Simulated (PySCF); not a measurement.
Sn(I)(SH) (HISSn), SMILES [SH][Sn][I] (connectivity only; charge and spin as stated), neutral, multiplicity 1.

The structure is a stationary point at B3LYP-D3(BJ)/def2-SVP. The def2 effective core potentials stand for the cores of I, Sn; spin–orbit coupling is left out. The values are those of a single conformer.

Calculation: PBE0/def2-TZVPD (PySCF).

The molecule is in vacuum.

Computed frontier levels, gap, dipole moment and polarisability:
```
Item                                                                                                              Value
---------------------------------------------------------------------------------------------  ------------------------
highest occupied level                                                                                         -7.14 eV
lowest empty level                                                                                             -3.01 eV
orbital gap                                                                                                     4.13 eV
dipole moment                                                                                                    3.33 D
quadrupole, principal values (traceless, Buckingham form, about the centre of nuclear charge)     -6.68, 0.35, 6.33 D·Å
mean static polarisability                                                                       108.8 bohr³ (16.12 Å³)
polarisability, principal values                                                               76.7, 106.3, 143.3 bohr³
```
